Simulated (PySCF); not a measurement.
CH6BNO2.
Atom-mapped SMILES: `[NH2:1][CH2:2][B:3]([OH:4])[OH:5]` (hydrogens: H6, H7 on N1; H8, H9 on C2; H10 on O4; H11 on O5)

Method: PBE0-D3(BJ)/def2-SVP geometry optimisation, gas phase (PySCF); density fitting, grid level 1; the optimiser is geomeTRIC in internal coordinates, started from a GFN2-xTB structure with every atom displaced at random (about 0.01 Å).

The end geometry, which sets the zero of energy:
```
atom  x, y, z in Å
N1      1.7292   -0.4554   -0.3464
C2      0.7080    0.2049    0.4620
B3     -0.7964    0.0907   -0.0228
O4     -1.0673   -0.6277   -1.1438
O5     -1.8474    0.6809    0.6250
H6      1.5052   -1.4478   -0.4082
H7      1.6489   -0.1260   -1.3075
H8      0.7804   -0.1709    1.5011
H9      0.9688    1.2771    0.5602
H10    -2.0101   -0.6247   -1.3449
H11    -1.5825    1.1700    1.4090
```

Question: These geometries come from the run, each turned onto the end geometry. Order them by energy, lowest first.
A.
```
atom  x, y, z in Å
N1      1.7373   -0.4329   -0.3551
C2      0.6951    0.1539    0.4833
B3     -0.8055    0.0721   -0.0181
O4     -1.1119   -0.7860   -1.0247
O5     -1.8260    0.7911    0.5495
H6      1.4484   -1.3717   -0.6285
H7      1.7914    0.0804   -1.2331
H8      0.7261   -0.3453    1.4738
H9      0.9654    1.2012    0.7148
H10    -2.0539   -0.7779   -1.2220
H11    -1.5296    1.3862    1.2438
```
B.
```
atom  x, y, z in Å
N1      1.7502   -0.3475   -0.3811
C2      0.6786    0.0756    0.5273
B3     -0.8151    0.0464   -0.0044
O4     -1.1750   -0.9428   -0.8561
O5     -1.7886    0.9297    0.4041
H6      1.5101   -1.2633   -0.7615
H7      1.7875    0.2682   -1.1892
H8      0.7298   -0.6009    1.4031
H9      0.9212    1.0742    0.9324
H10    -2.1037   -0.8819   -1.0850
H11    -1.4583    1.6135    0.9939
```
C.
```
atom  x, y, z in Å
N1      1.6429   -0.0694   -0.3780
C2      0.6401   -0.1372    0.7064
B3     -0.8134   -0.0605    0.0936
O4     -1.4021   -1.2283   -0.3024
O5     -1.4633    1.1116   -0.1966
H6      1.4919   -0.8466   -1.0215
H7      1.4955    0.7710   -0.9373
H8      0.8035   -1.0775    1.2562
H9      0.8563    0.6700    1.4281
H10    -2.2161   -1.0504   -0.7915
H11    -0.9987    1.8884    0.1268
```
D.
```
atom  x, y, z in Å
N1      1.7481   -0.4104   -0.3595
C2      0.6890    0.1328    0.4906
B3     -0.8092    0.0644   -0.0203
O4     -1.1392   -0.8313   -0.9833
O5     -1.8167    0.8290    0.5173
H6      1.4729   -1.3431   -0.6681
H7      1.8118    0.1333   -1.2175
H8      0.7185   -0.4207    1.4514
H9      0.9485    1.1696    0.7744
H10    -2.0795   -0.8085   -1.1786
H11    -1.5075    1.4560    1.1773
```
E.
```
atom  x, y, z in Å
N1      1.7123   -0.0812   -0.3463
C2      0.6344   -0.1663    0.6770
B3     -0.8618   -0.0611    0.0494
O4     -1.4364   -1.1865   -0.3259
O5     -1.4693    1.1222   -0.1916
H6      1.6064   -0.8364   -0.9889
H7      1.5565    0.7845   -0.9003
H8      0.8151   -1.1091    1.1841
H9      0.8337    0.6346    1.4294
H10    -2.3318   -1.0456   -0.7162
H11    -1.0224    1.9160    0.1130
```

Answer: A (0.013 eV), D (0.023 eV), B (0.046 eV), C (0.099 eV), E (0.229 eV).

In the order of the answer:

| step | E above end (eV) | largest force (eV/Å) | rms force component (eV/Å) | rms distance from end (Å) | rms bond change (Å) | bond most changed (Å) |
| --- | --- | --- | --- | --- | --- | --- |
| 15 | 0.013 | 0.16 | 0.044 | 0.184 | 0.001 | B3–O5 +0.003 |
| 14 | 0.023 | 0.32 | 0.087 | 0.240 | 0.003 | B3–O5 +0.006 |
| 12 | 0.046 | 0.42 | 0.131 | 0.381 | 0.004 | B3–O5 +0.008 |
| 2 | 0.099 | 0.30 | 0.081 | 0.920 | 0.007 | N1–C2 +0.018 |
| 0 | 0.229 | 2.67 | 0.829 | 0.934 | 0.025 | C2–B3 +0.041 |

What follows is the cost of the whole optimisation. On Arm Neoverse V1, one thread, shared host with 32 logical CPUs at a one-minute load of 30, this took 76 s of wall time and 0.41 GiB of memory at its peak.
